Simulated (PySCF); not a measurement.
A PySCF script (with the pyscf-properties extension) for the NMR shieldings of SMILES CS[SiH2][SiH2]C[C@H](F)[SiH3], C3H13FSSi3, on a GFN2-xTB geometry:

```python
import basis_set_exchange as bse
import numpy as np
from pyscf import gto, dft
from pyscf.prop import nmr

atoms = """
C     4.199902    0.101444    0.330030
S     3.537211    0.796976   -1.212972
Si    1.525074    0.008101   -1.129236
Si    0.460798    0.793591    0.774654
C    -1.421518    0.887781    0.457147
C    -2.025957   -0.467869    0.138122
F    -1.313635   -1.043452   -0.925376
Si   -3.879049   -0.413473   -0.374238
H     4.197805   -0.982930    0.269944
H     3.601765    0.436834    1.173249
H     5.218033    0.462980    0.429163
H     1.007122    0.468858   -2.411544
H     1.697894   -1.446459   -1.169475
H     0.638534   -0.084767    1.947881
H     0.872466    2.135109    1.217778
H    -1.627169    1.574943   -0.365322
H    -1.936488    1.278973    1.333723
H    -1.858596   -1.151300    0.979482
H    -3.982898    0.472471   -1.531225
H    -4.297653   -1.773354   -0.701147
H    -4.622560    0.117190    0.768888
"""
names = dict.fromkeys(["C", "S", "Si", "F", "H"], "pcSseg-1")
basis = {el: gto.basis.parse(bse.get_basis(n, elements=[el], fmt="nwchem")) for el, n in names.items()}
mol = gto.M(atom=atoms, basis=basis, charge=0, verbose=0)
mf = dft.RKS(mol, xc="PBE0")
mf.grids.level = 2
mf.grids.alignment = dft.numint.BLKSIZE   # the property module wants whole blocks of grid points
mf.conv_tol = 1e-9
mf.kernel()

calc = nmr.RKS(mf)   # GIAO
C = mf.mo_coeff
Co = C[:, mf.mo_occ > 0]
resp = mf.gen_response(singlet=True, hermi=2)
def vind(x):   # induced exchange potential for any number of trial vectors
    d = np.einsum("pi,xij,qj->xpq", C, 2 * x.reshape(-1, C.shape[1], Co.shape[1]), Co, optimize=True)
    return np.einsum("xpq,pi,qj->xij", resp(d - d.transpose(0, 2, 1)), C, Co, optimize=True).ravel()
mo1, _ = nmr.rhf.solve_mo1(calc, with_cphf=vind)
sigma = calc.kernel(mo1)
for i, s in enumerate(sigma):   # ppm
    w = np.linalg.eigvalsh((s + s.T) / 2)
    print("%2d %-2s iso %8.1f  s11 %8.1f  s22 %8.1f  s33 %8.1f" % (i, mol.atom_pure_symbol(i), w.mean(), *w))
```

Problem. Give the expected output.

Solution. 
```
 0 C  iso    170.8  s11    161.6  s22    162.4  s33    188.4
 1 S  iso    704.6  s11    612.3  s22    645.9  s33    855.4
 2 Si iso    397.7  s11    345.0  s22    392.2  s33    455.9
 3 Si iso    421.8  s11    396.3  s22    411.1  s33    458.1
 4 C  iso    167.2  s11    148.1  s22    166.9  s33    186.5
 5 C  iso     96.0  s11     49.3  s22     76.1  s33    162.5
 6 F  iso    407.5  s11    377.4  s22    396.8  s33    448.4
 7 Si iso    415.4  s11    379.5  s22    407.1  s33    459.5
 8 H  iso     29.7  s11     24.9  s22     27.2  s33     37.1
 9 H  iso     30.0  s11     23.9  s22     29.7  s33     36.3
10 H  iso     29.6  s11     23.7  s22     26.6  s33     38.5
11 H  iso     27.1  s11     22.3  s22     27.1  s33     31.9
12 H  iso     26.9  s11     21.7  s22     27.3  s33     31.7
13 H  iso     27.6  s11     23.6  s22     26.9  s33     32.2
14 H  iso     27.7  s11     23.6  s22     26.7  s33     32.6
15 H  iso     30.2  s11     26.0  s22     30.0  s33     34.7
16 H  iso     30.6  s11     24.8  s22     29.7  s33     37.1
17 H  iso     26.9  s11     24.7  s22     26.1  s33     29.9
18 H  iso     27.9  s11     24.6  s22     27.0  s33     32.0
19 H  iso     27.5  s11     23.9  s22     25.6  s33     33.1
20 H  iso     27.9  s11     24.5  s22     26.3  s33     33.1
```

These numbers come from an equivalent density-fitted implementation of the same equations, which agrees with the script to about 0.01 ppm for H and up to a few tenths of a ppm for heavy atoms, so last digits may differ.

Problem. Turn these shieldings into chemical shifts. δ = σ(ref) − σ, references computed at the same level: TMS for 13C (σref 186.93), 29Si (σref 349.16), 1H (σref 31.72); 33S (σref 503.73) against CS2; CFCl3 for 19F (σref 170.95).

Solution. Averaging equivalent atoms: C 5: 91.0; C 4: 19.8; C 0: 16.1; S 1: -201; Si 2: -48.6; Si 7: -66.2; Si 3: -72.7; F 6: -236.6; H 17: 4.82; H 12: 4.81; H 11: 4.62; H 13: 4.15; H 14: 4.06; H 18/19/20: 3.93; H 8/9/10: 1.94; H 15: 1.47; H 16: 1.16 ppm. Unscaled 19F shifts against computed CFCl3 carry errors that often reach 10 to 50 ppm.

Size and cost of the density-fitted run: 229 basis functions, 48 s wall time on 1 thread of an Arm Neoverse V2, shared host; peak memory 0.96 GiB.
